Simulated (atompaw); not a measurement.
S: from the effect back to the setting (PAW (atompaw))

Base potential:

* Element: sulfur
* Generator: atompaw 4.2.0.5
* Type: PAW
* Functional: PBE
* Relativity: non-relativistic
* Frozen core: [Ne]
* Valence charge: 6
* Reference configuration: 3s2 3p2 (charge +2)
* Partial waves: 3s (bound): rc 1.25 bohr; 3s channel at -2.4 Ry: rc 1.25 bohr; 3p (bound): rc 1.25 bohr; 3p channel at -0.8 Ry: rc 1.25 bohr
* Local potential: bessel scheme, radius 1.00 bohr
* Core correction: smooth core density matched at 1.20 bohr
* Augmentation charge: besselshape compensation charge, radius 0.90 bohr; PAW radius 1.25 bohr; waves and projectors: custom rrkj gramschmidtortho

Cutoffs, loose and tight: the cutoffs (Ry, on a coarse ladder) from which the occupation-weighted sum of valence levels, in a spherical-Bessel basis at the reference potential, stays within 10 and 1 mRy of its value at 400 Ry. They see the waves, projectors and local potential, not the compensation charge or the core.

Only the scale of all radii (base = 1) is moved:

```
scale of all radii (base = 1)  cutoff, loose  cutoff, tight  bound ghosts
                          0.8         110 Ry         180 Ry          s, p
                         0.85         100 Ry         160 Ry          s, p
                         1.07          18 Ry          40 Ry          none
                          1.2          18 Ry          35 Ry          none
                         1.26          18 Ry          30 Ry          none
```

**Question.** One more run gave cutoff, loose: 25 Ry; cutoff, tight: 50 Ry; bound ghosts: none. Which value of the scale of all radii (base = 1) was used?

**Answer.** 0.99. The tight cutoff moves one way along this sweep, from 180 Ry at 0.8 to 30 Ry at 1.26, which places the run between 0.85 and 1.07.
